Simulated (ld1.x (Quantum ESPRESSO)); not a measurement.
# Au, TM semilocal: configuration errors across variants

| Item | Value |
| --- | --- |
| Element | Au |
| Generator | ld1.x (Quantum ESPRESSO) 7.5 |
| Type | norm-conserving Troullier–Martins (semilocal form) |
| Functional | PBEsol |
| Relativity | scalar-relativistic |
| Frozen core | [Xe] |
| Valence charge | 25 |
| Reference configuration | 4f14 5d10 6s0.5 6p0 (charge +0.5) |
| Partial waves | 6s (bound): rc 2.15 bohr; 6p (bound, empty): rc 2.65 bohr; 4f (bound): rc 0.60 bohr; 5d (bound): rc 2.25 bohr |
| Local potential | the d channel |
| Core correction | none |

All-electron excitation energies from the reference (eV): (1) 4f14 5d10 6s1 6p0 -3.791; (2) 4f14 5d10 6s0 6p0 5.648; (3) 4f14 5d9 6s0 6p0 26.886; (4) 4f14 5d9 6s1 6p0 8.364; (5) 4f14 5d9 6s1 6p1 3.768; (6) 4f14 5d8 6s0 6p0 60.793; (7) 4f14 5d9 6s2 6p0 -2.118.

A semilocal file is local in each channel, so a ghost entry of none says nothing of the separable form that plane-wave codes build from it.

3 further variants failed, have other tests or another functional or relativity, and are left out.

A true bound ghost makes a file unfit for plane-wave use even where its test errors are small: the radial tests pick states by their node count and pass the ghost by.

Errors AE − PS in meV (a dash: test not solved or not reliable):

| change | (1) | (2) | (3) | (4) | (5) | (6) | (7) | bound ghosts |
| --- | --- | --- | --- | --- | --- | --- | --- | --- |
| base | +0.7 | -2.6 | -10 | -23 | -44 | -78 | -41 | not determined |
| wave 4f (bound): rc 0.60 bohr becomes 4f (bound): rc 0.56 bohr | +0.7 | -2.6 | -10 | -23 | -44 | -78 | -41 | not determined |
| wave 6s (bound): rc 2.15 bohr becomes 6s (bound): rc 1.44 bohr | +5.2 | -3.4 | -20 | +35 | +6.8 | -104 | -38 | s |

Question: Give the same row for: core correction a·sin(br)/r model core inside 0.46 bohr.

Answer: -1.1, -5.5, -36, -33, -58, -187, -59; bound ghosts: not determined.
